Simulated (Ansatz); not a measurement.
`[CH3][Al]([F])[CH2]O` + CH₄ → `[CH3][Al]([CH3])[CH2]O` + H–F  (formal exchange of groups at the Al–F bond)

Computed with Ansatz on PBE0-D4/def2-TZVP structures; ΔE is electronic, products minus reactants. CCSD(T)/CBS adds triple-zeta CCSD(T) − MP2 to the extrapolated MP2 energy (def2 sets, frozen cores). This one scheme is used for every species. DFT in def2-TZVPP. B3LYP here is the variant with VWN-RPA as its local correlation; programs differ in this. Each species was taken in one conformer, which may not be the lowest.

```csv
level,ΔE (kJ/mol),difference from CCSD(T)/CBS
PBE-D4,194.3,-5.0
r2SCAN-D4,205.8,6.5
PBE0-D4,194.0,-5.3
B3LYP-D4,207.6,8.3
ωB97X-V,203.8,4.5
ωB97M-V,201.9,2.6
B2PLYP,211.0,11.7
PBE,197.8,-1.5
r2SCAN,207.0,7.7
PBE0,197.2,-2.1
B3LYP,213.1,13.8
HF/def2-TZVPP,220.6,21.3
MP2/def2-TZVPP,202.1,2.8
SCS-MP2/def2-TZVPP,207.0,7.7
CCSD/def2-TZVPP,203.4,4.1
CCSD(T)/def2-TZVPP,200.8,1.5
HF/def2-QZVPP,221.8,22.5
MP2/def2-QZVPP,201.6,2.3
SCS-MP2/def2-QZVPP,206.6,7.3
HF/CBS(def2),221.9,22.6
MP2/CBS(def2),200.6,1.3
CCSD/CBS(def2),201.9,2.6
CCSD(T)/CBS,199.3,0
```

Largest T1 diagnostic among the species: 0.011.

The D4 term adds −5.5 kJ/mol with B3LYP and −3.2 kJ/mol with PBE0; it sums over pairs of atoms, weighted by their polarisabilities, and B3LYP, whose exchange is more repulsive, gets the larger term. In def2-TZVPP, CCSD(T) changes the Hartree–Fock value by −19.8 kJ/mol (the triples alone add −2.6 kJ/mol) and MP2 by −18.5 kJ/mol.
